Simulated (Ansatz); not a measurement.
C2H8InN can be A, `[CH3][In]([CH3])[NH2]`, or B, `C[NH][InH][CH3]`.

Gas-phase electronic energies from Ansatz, PBE0-D4/def2-TZVP geometries. CCSD(T)/CBS adds triple-zeta CCSD(T) − MP2 to the extrapolated MP2 energy (def2 sets, frozen cores). DFT in def2-TZVPP. B3LYP here is the variant with VWN-RPA as its local correlation; programs differ in this. Elements past krypton have def2 core potentials. For In outer-core shells are correlated without core-valence functions, which leaves a few kJ/mol of doubt a bond. Each species was taken in one conformer, which may not be the lowest.

Question: Which isomer does CCSD(T)/CBS put lower? Give the gap. (Estimate.)

Answer: Computed: A, by 16.5 kcal/mol.

Question: Give E(B) − E(A) in kcal/mol with B3LYP-D4, PBE0-D4, r2SCAN-D4, MP2/def2-TZVPP, CCSD/def2-TZVPP, B3LYP, PBE-D4. (An estimate is asked.)

Answer: Ansatz gave: B3LYP-D4 14.4, PBE0-D4 14.6, r2SCAN-D4 15.0, MP2/def2-TZVPP 17.6, CCSD/def2-TZVPP 15.6, B3LYP 14.7, PBE-D4 14.3. None reverses the order clearly.

Question: Does the order hold for the free energy at 298.15 K (harmonic terms from PBE0-D4)? (Estimate.)

Answer: Computed: Yes: G(B) − G(A) = +17.4 kcal/mol, for one conformer each. Modes under 60 cm⁻¹, often nearly free rotors, make the harmonic entropy too high.

Largest T1 diagnostic: 0.015.

At CCSD(T), def2-SVP lies −6.1 kcal/mol from the extrapolated value and def2-TZVPP −0.7 kcal/mol. In def2-TZVPP, CCSD(T) changes the Hartree–Fock value by +2.3 kcal/mol (the triples alone add +0.2 kcal/mol) and MP2 by +4.1 kcal/mol.
